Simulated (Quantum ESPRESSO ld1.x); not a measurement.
Sn32+, 18 electrons, occupied as [Ne] 3s2 3p4 4f2 (not the ground configuration). Calculated with ld1.x of Quantum ESPRESSO 7.5: scalar-relativistic Kohn-Sham, exchange-only LDA, spin-polarised, spherical densities, point nucleus; open shells are filled with parallel spins first. Some entries of the table are withheld. Estimate them.

orbital,occ.,eigenvalue (hartree),<r^2> (bohr^2)
1s up,1,-1129.53,0.001144
1s down,1,-1129.37,0.001144
2s up,1,-222.992,0.01815
2s down,1,-222.822,0.01812
2p up,3,-207.229,0.01424
2p down,3,-207.033,0.01423
3s up,1,-82.3733,0.1072
3s down,1,-81.7117,0.1071
3p up,3,-77.3661,0.1026
3p down,1,-76.7092,0.1025
3d up,0,-71.0281,0.08078
3d down,0,-70.4689,0.08034
4s up,0,-41.8114,0.3875
4s down,0,-41.2071,0.3899
4p up,0,-39.7777,(1)
4p down,0,-39.1799,(2)
4f up,2,-35.1529,0.2857
4f down,0,-34.4849,0.2882
5f up,0,-21.9756,0.9402
5f down,0,-21.6183,0.9665

Answer. 
(1) 4p up <r^2> (bohr^2): 0.3908
(2) 4p down <r^2> (bohr^2): 0.3935
